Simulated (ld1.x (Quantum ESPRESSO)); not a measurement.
## Pseudopotential generation for tantalum (Ta): ultrasoft, revPBE, non-relativistic.

```
Element                 : Ta (Z = 73)
Generator               : ld1.x (Quantum ESPRESSO) 7.5
Type                    : ultrasoft
Functional              : revPBE
Relativity              : non-relativistic
Frozen core             : [Kr] 4d10 4f14
Valence charge          : 13
Reference configuration : 5s2 5p6 5d3 6s0 6p0 (charge +2)
Partial waves           : 5s (bound): rcut 1.70, rcutus 2.05 bohr; 6s (bound, empty): rcut 1.70, rcutus 2.05 bohr; 5p (bound): rcut 1.80, rcutus 1.95 bohr; 6p (bound, empty): rcut 1.80, rcutus 1.95 bohr; 5d (bound): rcut 1.60, rcutus 2.05 bohr; 5d channel at -0.1 Ry: rcut 1.60, rcutus 2.05 bohr
Local potential         : all-electron potential smoothed inside 1.50 bohr (lloc = -1)
Core correction         : a·sin(br)/r model core inside 1.40 bohr
Augmentation charge     : built from norm-conserving waves at rcut, not smoothed further
```

All-electron outer shells of the reference configuration (revPBE, non-relativistic, ld1.x):

| shell | level (eV) | outermost node (bohr) | outermost maximum (bohr) |
| --- | --- | --- | --- |
| 5s | -75.05 | 0.59 | 1.07 |
| 5p | -51.98 | 0.61 | 1.17 |
| 4f | -47.05 | – | 0.44 |
| 5d | -18.82 | 0.65 | 1.53 |
| 6s | -16.43 | 1.44 | 2.81 |
| 6p | -12.03 | 1.62 | 3.35 |

**Question.** Is the overlap operator S = 1 + Σ q|β⟩⟨β| positive definite (Bessel basis up to 400 Ry)?

**Answer.** No: its lowest eigenvalue is -0.018, in the s channel, so the generalised eigenproblem breaks down once the basis is large enough.

Test run stopped at test 1 of 7 (negative rho).

A Bessel basis up to 400 Ry misses an occupied level by 0.90 Ry, so cutoffs and ghosts were not judged. Its overlap operator is not positive definite in a basis up to 400 Ry (lowest eigenvalue s -0.02), so the file is unfit for use: the generalised eigenproblem breaks down once the basis is large enough, and its test numbers describe a broken file.
